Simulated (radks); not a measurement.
Results of a calculation; reference values are marked as such.
Problem. Species: Pb LIII. Configuration: [Ar] 3d10 4s2 (the NIST ground configuration). Code: a radial shooting solver on a logarithmic mesh with Libxc functionals. Model: scalar-relativistic Kohn-Sham, r2SCAN, spin-polarised, spherical densities, finite nucleus; meta-GGA in the generalised Kohn-Sham scheme; Fermi nuclear charge, rms radius 5.5012 fm. Some entries of the table are withheld. Estimate them.

orbital  occ.  eigenvalue (eV)  r(max) (bohr)  <r^2> (bohr^2)
1s          2        -91087.24       0.009845             (1)
2s          2        -18656.63        0.05708        0.005397
2p          6        -16416.43        0.04754        0.004592
3s          2        -6515.091            (2)         0.03349
3p          6              (3)         0.1592         0.03428
3d         10              (4)         0.1292         0.02798
4s          2        -3195.640         0.3356          0.1288

Solution. 
(1) 1s <r^2> (bohr^2): 0.0003574
(2) 3s r(max) (bohr): 0.1595
(3) 3p eigenvalue (eV): -5864.024
(4) 3d eigenvalue (eV): -5225.628
